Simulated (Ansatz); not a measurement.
Consider the redistribution: `O[SiH](F)[SiH2]Br` + `O[SiH2]N[SiH](O)Cl` → `O[Si@H](F)N[Si@H](O)Cl` + `O[SiH2][SiH2]Br`.

Calculated with Ansatz (gas phase, PBE0-D4/def2-TZVP geometries, no zero-point term in ΔE). CCSD(T)/CBS adds triple-zeta CCSD(T) − MP2 to the extrapolated MP2 energy (def2 sets, frozen cores). DFT in def2-TZVPP. For Br outer-core shells are correlated without core-valence functions, which leaves a few kJ/mol of doubt a bond. Scalar relativity is left out up to krypton. Each species was taken in one conformer, which may not be the lowest.

| level | ΔE (kJ/mol) |
| --- | --- |
| PBE | -21.1 |
| PBE0 | -22.9 |
| HF/def2-QZVPP | -23.7 |
| MP2/def2-QZVPP | -21.7 |

**Question.** What does CCSD(T)/CBS give? (Estimate.)

**Answer.** Ansatz gave: -22.2 kJ/mol. The listed levels differ from it by 1.1, -0.7, -1.5, 0.5 kJ/mol.

Largest T1 diagnostic among the species: 0.011.
